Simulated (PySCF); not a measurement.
Worked example: oscillator strength and radiative lifetime

C4F5, SMILES F[C]1C(F)=C(F)C1(F)F (connectivity only; charge and spin as stated), charge +1, multiplicity 1.

The structure is a stationary point at B3LYP-D3(BJ)/def2-SVP. The spin state was assumed, not searched. The isomer is the one that the SMILES or the coordinates give; other isomers of the formula were not compared.

TDA-ωB97X/def2-SVPD in PySCF puts the first singlet state with f over 0.02 at 6.08 eV (vertical), with the transition dipole (0.000, 1.387, 0.000) in atomic units.

Q: Find the oscillator strength, the wavelength and the radiative lifetime that this transition would have in vacuum if emission retraced absorption.

A: 
|μ|² = 1.9238 au, so |μ| = 3.53 D. ΔE = 6.08/27.211 = 0.2234 hartree. f = (2/3) ΔE |μ|² = 0.287 (the program prints 0.287).
λ = 1239.84/6.08 = 204 nm; ν = 49038 cm⁻¹.
Einstein's coefficient A = 0.6670 ν² f s⁻¹ (ν in cm⁻¹) = 4.6e8 s⁻¹, so τ = 1/A = 2.2 ns. This state is S2; the lower singlet has f = 0.003. The figure is the radiative limit of this one transition; relaxation, internal conversion, crossing to triplets and a medium change what is measured.
